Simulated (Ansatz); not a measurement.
Geometry optimisation, RKS PBE/def2-SVP in Ansatz.

Input file:

```yaml
crystal:
  periodic: [false, false, false]
  atoms:
    - { symbol: Al, position_ang: [-0.2666, -1.0361, 0.3915] }
    - { symbol: S, position_ang: [-1.5323, 1.0812, -0.5473] }
    - { symbol: F, position_ang: [-0.5352, -2.1896, -0.7478] }
    - { symbol: F, position_ang: [-0.4085, -1.1426, 2.0235] }
    - { symbol: H, position_ang: [0.2534, 1.2329, -0.5195] }
    - { symbol: Se, position_ang: [2.0501, 0.4893, -0.0856] }
    - { symbol: H, position_ang: [-1.4626, 0.5373, -1.7618] }
    - { symbol: H, position_ang: [1.9016, 1.0276, 1.247] }
basis:
  gaussian: { orbitals: def2-SVP }
hamiltonian:
  xc: pbe
relax:
  f_tol: 0.15
  max_steps: 25
  restrain:
    - { distance: [0, 5], at: 3.71, k: 30.0 }
    - { distance: [4, 1], at: 2.66, k: 30.0 }
    - { distance: [0, 1], at: 2.26, k: 30.0 }
    - { distance: [4, 5], at: 1.51, k: 30.0 }
output:
  orbitals: {}
```

Run as:

```bash
$ ansatz run input.yaml --threads 2 --pin off --max-ram 3072MiB --backend cpu --events-out ev --progress --plain --runs-dir out
```

Problem. Where does it end, and by what steps?

Solution. It converged. The restraints hold the end off the free minimum. After 8 steps the energy has fallen by 0.351 eV (the restraints' own energy left out); H5 moved furthest, 0.70 Å. Parted: Al1–Se6. Joined: H5–Se6.

```csv
step,energy less start (eV),largest force component (eV/Å),accepted
0,0.0000,2.542,yes
1,0.1162,2.772,yes
2,-0.1181,2.319,yes
3,-0.2643,1.034,yes
4,-0.3172,0.617,yes
5,-0.2417,1.057,no
6,-0.3434,0.541,yes
7,-0.3458,0.537,yes
8,-0.3511,0.681,yes
```

```xyz
8
Properties=species:S:1:pos:R:3
Al -0.816 -1.056 0.316
S -1.683 0.861 -0.454
F -0.593 -2.325 -0.743
F -0.633 -1.262 1.959
H 0.928 1.387 -0.443
Se 2.311 0.856 -0.177
H -1.676 0.359 -1.723
H 2.162 1.181 1.264
```

The run took 23 s on 2 threads of Arm Neoverse V1, with other jobs on the host, peak memory 0.16 GiB.
